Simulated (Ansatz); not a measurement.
Ansatz (a quantum-chemistry and plane-wave program) input (X2C-CCSD(T)/cc-pVTZ-DK):

Ansatz 0.2 input:
```yaml
crystal:
  periodic: [false, false, false]
  atoms:
    - {symbol: N, position_ang: [-1.07691794, -1.40348506, 0.13637376]}
    - {symbol: Al, position_ang: [0.00000000, 0.00000000, 0.00000000]}
    - {symbol: N, position_ang: [-0.67305050, 1.64132262, 0.03440129]}
    - {symbol: N, position_ang: [1.74996845, -0.23783756, -0.17077505]}
    - {symbol: H, position_ang: [-0.77508693, -2.34779624, 0.31271914]}
    - {symbol: H, position_ang: [-2.07955920, -1.37249948, 0.04877435]}
    - {symbol: H, position_ang: [-1.61264464, 1.87430552, 0.31153860]}
    - {symbol: H, position_ang: [-0.17144767, 2.47643941, -0.22034920]}
    - {symbol: H, position_ang: [2.44360325, 0.48472995, -0.06738155]}
    - {symbol: H, position_ang: [2.19513520, -1.11517916, -0.38530134]}
basis:
  gaussian:
    orbitals: cc-pVTZ-DK
magnetization: {spin_polarized: false}
correlation: {method: ccsd_t, electrons: outside_noble_gas}
```

End of the output:

```
reference -11142.50986787 eV, -409.4796849796 hartree; 12, 12 occupied and 188, 188 virtual orbitals, 1213 factors
second order -19.83866065 eV of doubles, -0.00000000 eV of singles
coupled cluster: 6.65 GiB planned
cycle   1  -20.08282174 eV  change   -2.4e-1 eV  update   7.7e-2
cycle   2  -20.48355496 eV  change   -4.0e-1 eV  update   2.2e-2
cycle   3  -20.56355742 eV  change   -8.0e-2 eV  update   1.0e-2
cycle   4  -20.55631582 eV  change    7.2e-3 eV  update   2.4e-3
cycle   5  -20.55693197 eV  change   -6.2e-4 eV  update   1.1e-3
cycle   6  -20.55695029 eV  change   -1.8e-5 eV  update   2.8e-4
cycle   7  -20.55677608 eV  change    1.7e-4 eV  update   9.1e-5
cycle   8  -20.55676232 eV  change    1.4e-5 eV  update   3.0e-5
cycle   9  -20.55675883 eV  change    3.5e-6 eV  update   9.0e-6
perturbative correction -0.75415019 eV, -0.0277145081 hartree
Total energy: -11163.82077688 eV, -410.2628464410 hartree
Relativity: scalar
```
